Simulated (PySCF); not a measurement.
Ligand exchange on a metal centre used in film growth or etching (W OH-NH2). Isolated molecules, 0 K electronic values unless said otherwise. One relaxed conformer stands for each flexible species; it need not be the lowest.

All values below come from TPSSh-D3(BJ)/def2-TZVP // PBE-D3(BJ)/def2-SVP (PySCF). 

```tsv
species	LUMO (eV)	charge on the central atom (Mulliken) (e)	coordination number	HOMO–LUMO gap (eV)
0 of 6 OH replaced by NH2 ([W(OH)6])	-3.18	1.49	6	4.71
1 of 6 OH replaced by NH2 ([W(OH)5(NH2)])	-2.87	1.47	6	4.11
2 of 6 OH replaced by NH2 ([W(OH)4(NH2)2])	-2.61	1.39	6	4.08
3 of 6 OH replaced by NH2 ([W(OH)3(NH2)3])	-2.46	1.37	6	3.64
4 of 6 OH replaced by NH2 ([W(OH)2(NH2)4])	-2.35	1.27	6	3.56
5 of 6 OH replaced by NH2	-1.84	1.25	6	3.88
6 of 6 OH replaced by NH2	-1.59	1.41	6	3.88
```
